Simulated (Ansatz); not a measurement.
Program: Ansatz. Geometries: PBE0-D4/def2-TZVP. ΔE: electronic, gas phase. CCSD(T)/CBS adds triple-zeta CCSD(T) − MP2 to the extrapolated MP2 energy (def2 sets, frozen cores). Functionals use def2-TZVPP. B3LYP here is the variant with VWN-RPA as its local correlation; programs differ in this. Each species was taken in one conformer, which may not be the lowest.

`FB(F)C[SiH3]` + `FC[SiH2][SiH3]` → `FC[SiH]([SiH3])[SiH3]` + `CB(F)F`  (formal exchange of groups at the Si–C bond)

| level | ΔE (kcal/mol) |
| --- | --- |
| B3LYP-D4 | -1.6 |
| MP2/def2-TZVPP | 0.5 |

Q: What does CCSD(T)/CBS give? (Estimate.)

A: The calculation gave: -0.8 kcal/mol. The listed levels differ from it by -0.8, 1.3 kcal/mol.

Largest T1 diagnostic among the species: 0.013.

From PBE to PBE0 (25 % exact exchange), in def2-TZVPP and without D4, ΔE moves by +0.8 kcal/mol. In def2-TZVPP, CCSD(T) changes the Hartree–Fock value by −2.3 kcal/mol (the triples alone add −0.4 kcal/mol) and MP2 by −1.2 kcal/mol. The D4 term adds −0.9 kcal/mol with B3LYP and −0.6 kcal/mol with PBE0; it sums over pairs of atoms, weighted by their polarisabilities, and B3LYP, whose exchange is more repulsive, gets the larger term.
